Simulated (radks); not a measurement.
The numbers below are computed, except where a source is named.
Ti2+, 20 electrons, occupied as [Ar] 3d2.

Code: a radial shooting solver on a logarithmic mesh with Libxc functionals. Model: scalar-relativistic Kohn-Sham, LDA (Slater exchange, Perdew-Wang correlation), spin-polarised, spherical densities, point nucleus; open shells are filled with parallel spins first.

Energy parts (eV):
| part | energy |
|---|---|
| total | -23156.116 |
| kinetic | 23338.835 |
| electron-nucleus | -54789.270 |
| Hartree | 9375.468 |
| exchange-correlation | -1081.149 |

Orbitals (lengths in bohr, moments of r in powers of bohr):
orbital  occ.  eigenvalue (eV)   <1/r>      <r^4>
1s down     1        -4872.185   21.76  0.0001100
1s up       1        -4872.177   21.76  0.0001100
2s up       1        -551.5453   4.533    0.02785
2s down     1        -550.8988   4.537    0.02773
2p up       3        -460.0130   4.444    0.02238
2p down     3        -459.5079   4.448    0.02225
3s up       1         -78.9889   1.398      2.233
3s down     1         -77.1795   1.396      2.246
3p up       3         -55.4833   1.268      3.334
3p down     3         -53.7002   1.266      3.376
3d up       2         -20.5983  0.9321      14.72
3d down     0         -18.9296  0.9203      16.64

The highest occupied level is 3d up at -20.598 eV. Spin moment in Bohr magnetons: 2. For comparison, the ionisation energy in NIST's Atomic Spectra Database is 27.492 eV (measured). In exact Kohn-Sham theory the highest level is minus the ionisation energy, but local and semilocal functionals leave it too shallow, through self-interaction and a potential that decays too fast; potentials with the right tail come closer. Summed over all electrons, <r^2> = 16.64 bohr^2, which gives a Langevin (diamagnetic) susceptibility term of -13.2 x 10^-6 cm^3/mol.
